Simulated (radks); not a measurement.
Charge is removed step by step from the 6s1/2 level of Re+, starting from [Xe] 4f14 5d5 6s1. Method: Dirac Kohn-Sham, PBE, spin-unpolarised, spherical densities, finite nucleus; open shells are shared between the two j in proportion to 2j + 1; Fermi nuclear charge, rms radius 5.3698 fm; computed with a radial shooting solver on a logarithmic mesh with Libxc functionals.

removed (e)  E - E(0) (eV)  eigenvalue (eV)  E minus straight line (eV)
0                    0.000          -12.680                       0.000
0.1                  1.303          -13.391                      -0.329
0.2                  2.678          -14.108                      -0.586
0.3                  4.125          -14.832                      -0.771
0.4                  5.645          -15.561                      -0.883
0.5                  7.238          -16.296                      -0.922
0.6                  8.904          -17.037                      -0.888
0.7                 10.645          -17.784                      -0.779
0.8                 12.461          -18.536                      -0.595
0.9                 14.353          -19.293                      -0.335
1                   16.320          -20.056                       0.000

Removing the whole electron costs 16.320 eV by Delta-SCF, against 12.680 eV from minus the eigenvalue at the starting occupation. Slater's transition state (half an electron removed) gives 16.296 eV. Integrating minus the eigenvalue over the occupation (Janak's theorem) gives 16.320 eV. The mean slope of the eigenvalue, de/dn, is 7.38 eV per electron. Ionisation energy of Re+ in the NIST Atomic Spectra Database: 16.6 eV (semi-empirical).

Beside tabulated values, note that spin-unpolarised runs miss the spin-polarisation part of the exchange energy of open shells.
